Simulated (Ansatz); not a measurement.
Species: CsAg, charge 0, multiplicity 1. SMILES: [Ag][Cs]
Geometry: optimised at B3LYP-D3(BJ)/def2-TZVP (Ansatz, an electronic-structure program).

Wanted: vertical ionisation energy (to the doublet state of charge +1; each state is the SCF solution reached for its spin; for the singlet T1 is 0.044), in eV. Correlated levels leave the core frozen unless marked. UHF or UKS for open shells. No spin-orbit coupling. The frozen core is the preceding noble-gas configuration, with the filled d and f shells of earlier blocks. The outer core of K, Ca and their heavier congeners is not correlated, a term that matters for these elements. In def2 rows, elements after Kr have scalar-relativistic effective core potentials. Basis-set limits of correlation are two-point, X^-3; Hartree-Fock from the larger set.

| level | program | vertical ionisation energy (eV) |
|---|---|---|
| PBE/def2-TZVPD | Ansatz | 5.60 |
| r2SCAN/def2-TZVPD | Ansatz | 5.33 |
| BHLYP/def2-TZVPD | Ansatz | 5.09 |
| CCSD(T)/def2-TZVPPD | Ansatz | 5.04 |
| CCSD(T)/def2-QZVPPD | Ansatz | 5.18 |
| CCSD(T)/CBS(def2-TZVPPD,def2-QZVPPD) | Ansatz | 5.27 |
